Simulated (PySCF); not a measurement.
A structure optimised at PBE-D3(BJ)/def2-SVP, used in a PySCF frequency run:

```
Mo
O 1 1.7023
N 1 1.7442 2 111.66
C 3 1.4223 1 152.05 2 0.00
H 4 1.1124 3 109.85 1 121.07
H 4 1.1124 5 107.35 3 -119.41
H 4 1.1131 5 108.65 6 -117.32
S 1 2.3569 2 111.22 3 -114.92
H 8 1.3672 1 93.73 2 -44.26
S 1 2.3569 2 111.22 3 114.92
H 10 1.3672 1 93.73 2 44.26
```
Charge 0, spin multiplicity 1.

Task: Write its SMILES, formula and point group.

Result: C[N]=[Mo](=[O])([SH])[SH], CH5MoNOS2, Cs

Task: What are its rotational constants (standard atomic weights)?

Result: 1.4849, 1.4135, 0.98882 GHz
